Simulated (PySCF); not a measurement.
SMILES [Cl][V]([Cl])([Cl])[Cl] (Cl₄V), doublet at its B3LYP/def2-SVP optimised geometry (Å):

```
5

V     -0.7411    -1.0188     0.0000
Cl     1.4004    -1.0188     0.0000
Cl    -1.5626    -1.9792    -1.7287
Cl    -1.4032    -2.0967     1.7278
Cl    -1.4004     1.0188     0.0000
```

Calculation: unrestricted B3LYP/def2-TZVP in PySCF 2.14.0. Cells within 0.4 Å of a nucleus heavier than hydrogen are left out (blank, or x).

Map of the log10 of the electron density (e/bohr³), floored at −4 on the plane z = 0.0 Å:

```
|000000000000000000000000000|
|000001111111000000000000000|
|000112222222110000000000000|
|001223333333211000000000000|
|012234455544322100000000000|
|122345566655432100000000000|
|123456777766543210000000000|
|134567788876543211000000000|
|2345678xx887654321111000000|
|2345688xxx87654322222110000|
|2345678xxx87654333333221100|
|234567888887654444444332100|
|134566788876655555555443210|
|123456677776655666766554321|
|123445667787766677877654321|
|112344567999876788888765421|
|012344568xxx98778xxx8765432|
|012344579xxx98778xxx8765432|
|1123445689xx977788xx8765432|
|122344567898766778887765321|
|122344556676655677777654321|
|112344555555555566666543210|
|012334455554444455554433210|
|012233444444333344443322100|
|001233344433332233332211000|
|001122333333222222211100000|
|000112222222111100000000000|
```
Scale: ten equal steps from -4.00 (start of '0') to 0.069 (end of '9'), in the order '0123456789'; x runs from -3.50 to 3.50, y from -3.50 (bottom) to 3.50 (top).
